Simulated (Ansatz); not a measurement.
An input meant for GeCl₂ (charge 0, singlet).

```yaml
crystal:
  periodic: [false, false, false]
  atoms:
    - {symbol: Ge, position_ang: [-0.109368, 0.054584, -0.985278]}
    - {symbol: Cl, position_ang: [1.745101, -0.095196, 0.575127]}
    - {symbol: Cl, position_ang: [-1.542360, -0.128602, 0.296966]}
basis:
  gaussian: {orbitals: def2-SVPD}
hamiltonian: {xc: {name: PBE0-DH}, pseudopotentials: {relativity: scalar}}
scf: {omitted_lower_state_checks: [starts]}
relax: {f_tol: 0.001, max_steps: 3}
output: {forces: true}
```

```sh
$ ansatz run in.yaml --threads 2 --pin off --events-out ev --progress --plain --max-ram 31744MiB --backend cpu
```

Task: Predict how Ansatz answers.

Result: The SCF steps converged, but the relaxation ran out of steps. The relaxation is allowed too few steps for its threshold.
```
Functional definition: PBE0-DH
910 factors; integrals over basis functions are off by at most 3.2e-4 eV
mean field evaluation 1: about -82061.6413 eV, gradient 2.0e1 eV
mean field evaluation 2: about -82061.6560 eV, gradient 2.0e1 eV
mean field evaluation 4: about -82062.9800 eV, gradient 1.3e0 eV
mean field evaluation 8: about -82062.9876 eV, gradient 5.8e-2 eV
mean field evaluation 16: about -82062.9876 eV, gradient 1.6e-5 eV
mean field -82062.98762202 eV, -3015.7591708183 hartree, gradient 8.4e-7 eV, S^2 0.000000; 0 other end points of the search recorded, 0 dependent functions left out
19 core orbitals not correlated: weight in the atoms' cores, before any rotation towards them, 1.000 or more for the frozen orbitals, at most 0.000 for the correlated occupied ones
reference -82062.98764223 eV, -3015.7591715609 hartree; 14, 14 occupied and 59, 59 virtual orbitals, 910 factors
second order -16.84501818 eV of doubles, -0.00000000 eV of singles
relax step   1: F+E_penalty+E_count = -82065.09324929 eV  Δ(F+E_penalty+E_count) = +0.000e0 eV  max|allowed force component| = 5.782e0 eV/Å  Δτ_max = 0.0000 Å  (39 SCF iters, accepted)
910 factors; integrals over basis functions are off by at most 2.7e-4 eV
mean field -82063.85915064 eV, -3015.7911989046 hartree, gradient 8.8e-6 eV, S^2 0.000000; 0 other end points of the search recorded, 0 dependent functions left out
19 core orbitals not correlated: weight in the atoms' cores, before any rotation towards them, 1.000 or more for the frozen orbitals, at most 0.000 for the correlated occupied ones
reference -82063.85917084 eV, -3015.7911996468 hartree; 14, 14 occupied and 59, 59 virtual orbitals, 910 factors
second order -16.84926987 eV of doubles, -0.00000000 eV of singles
mean field evaluation 32: about -82063.8592 eV, gradient 8.8e-6 eV
relax step   2: F+E_penalty+E_count = -82065.96530938 eV  Δ(F+E_penalty+E_count) = -8.721e-1 eV  max|allowed force component| = 6.369e-1 eV/Å  Δτ_max = 0.1519 Å  (43 SCF iters, accepted)
910 factors; integrals over basis functions are off by at most 2.7e-4 eV
mean field -82063.87344093 eV, -3015.7917240629 hartree, gradient 2.7e-6 eV, S^2 0.000000; 0 other end points of the search recorded, 0 dependent functions left out
19 core orbitals not correlated: weight in the atoms' cores, before any rotation towards them, 1.000 or more for the frozen orbitals, at most 0.000 for the correlated occupied ones
reference -82063.87346110 eV, -3015.7917248042 hartree; 14, 14 occupied and 59, 59 virtual orbitals, 910 factors
second order -16.84565391 eV of doubles, -0.00000000 eV of singles
relax step   3: F+E_penalty+E_count = -82065.97914767 eV  Δ(F+E_penalty+E_count) = -1.384e-2 eV  max|allowed force component| = 1.066e-1 eV/Å  Δτ_max = 0.0220 Å  (43 SCF iters, accepted)
Error: geometry relaxation did not converge after 3 steps: max|allowed force component| = 1.07e-1 eV/Å (threshold 1.0e-3). Raise `relax.max_steps` over both its present limit and 3, loosen `relax.f_tol`, or start from a geometry closer to equilibrium. Where this run's directory can be resumed (`checkpoint.write`), a resume goes on for up to `relax.max_steps` more
```
